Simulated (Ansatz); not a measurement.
```xyz
9

C     1.1672   -1.1509   -0.8042
Al   -0.4061   -0.0902   -0.3694
Ga   -0.8795    1.5331    1.4859
Br   -2.1851   -0.3333   -1.7847
H     1.5186   -0.9095   -1.8125
H     1.9936   -0.9943   -0.1069
H     0.9157   -2.2165   -0.8034
H    -1.5312    1.0835    2.8506
H    -0.5932    3.0782    1.3446
```

Charge 0, multiplicity 1.

(1) List the r2SCAN/def2-TZVPP orbital energies in eV (Ansatz). (Estimate.)

Results:

(1) Ansatz gave: Occupied: -13121.58, -10122.27, -1694.81, -1525.55, -1525.52, -1525.51, -1517.66, -1244.51, -1100.95, -1100.84, -1100.83, -272.64, -234.46, -174.62, -174.53, -174.50, -148.02, -111.11, -101.01, -100.66, -100.65, -71.45, -71.29, -71.17, -68.48, -68.45, -68.43, -68.36, -68.36, -20.57, -20.43, -20.42, -20.30, -20.22, -19.63, -17.92, -11.57, -10.34, -10.25, -9.92, -8.07, -7.75, -7.61, -7.56, -6.19. Lowest empty: -2.78, -2.08, -0.58, 1.15, 1.20, 1.98, 2.15, 2.57.
